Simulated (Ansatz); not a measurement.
C₃H₁₈B₃N₃⁺, that is (H2B-mu-NHMe)3 with one electron fewer. The state is a doublet with charge 1. Geometry r2SCAN-D4/def2-SVP, that of the neutral singlet.

```xyz
27

B     0.193    0.019   -1.425
H     0.601   -1.071   -1.789
H     0.058    0.822   -2.348
N     1.221    0.620   -0.377
C     2.556    0.717   -1.002
B     1.334   -0.167    0.994
H     2.034    0.485    1.766
H     1.771   -1.281    0.766
N    -0.124   -0.306    1.614
C    -0.619    0.930    2.251
B    -1.181   -0.993    0.643
H    -0.813   -2.130    0.405
H    -2.294   -0.937    1.162
N    -1.213   -0.179   -0.716
C    -2.150   -0.826   -1.657
H     0.940    1.584   -0.172
H     3.268    1.189   -0.308
H     2.499    1.294   -1.937
H     2.903   -0.298   -1.231
H    -0.002   -0.996    2.359
H    -0.768    1.709    1.487
H     0.112    1.311    2.979
H    -1.588    0.752    2.740
H    -1.607    0.748   -0.526
H    -2.211   -0.249   -2.592
H    -3.147   -0.915   -1.201
H    -1.771   -1.830   -1.883
```

At PBE-D4/def2-TZVP an occupied level lies above an empty one. At PBE-D4/def2-TZVP the gap within one spin of the charge 1 doublet nearly closes, so an electron or hole may be smeared out by delocalisation error.

Question: Estimate the α-spin orbital energies around the gap (eV) in Ansatz with PBE-D4/def2-TZVP, r2SCANh-D4/def2-TZVP, PBE0-D4/def2-TZVP.

Answer: 
| orbital | PBE-D4/def2-TZVP | r2SCANh-D4/def2-TZVP | PBE0-D4/def2-TZVP |
| --- | --- | --- | --- |
| HOMO−5 | -12.75 | -13.63 | -14.23 |
| HOMO−4 | -12.55 | -13.41 | -14.00 |
| HOMO−3 | -12.40 | -13.26 | -13.84 |
| HOMO−2 | -12.24 | -13.17 | -13.76 |
| HOMO−1 | -11.94 | -12.82 | -13.33 |
| HOMO | -11.72 | -12.53 | -13.05 |
| LUMO | -4.64 | -3.82 | -3.77 |
| LUMO+1 | -3.84 | -3.02 | -2.99 |
| LUMO+2 | -3.81 | -2.96 | -2.92 |
| LUMO+3 | -2.79 | -1.83 | -1.99 |
| LUMO+4 | -2.55 | -1.68 | -1.74 |
| LUMO+5 | -2.47 | -1.55 | -1.63 |
| β HOMO | -11.37 | -11.93 | -12.36 |
| β LUMO | -11.44 | -11.46 | -11.24 |
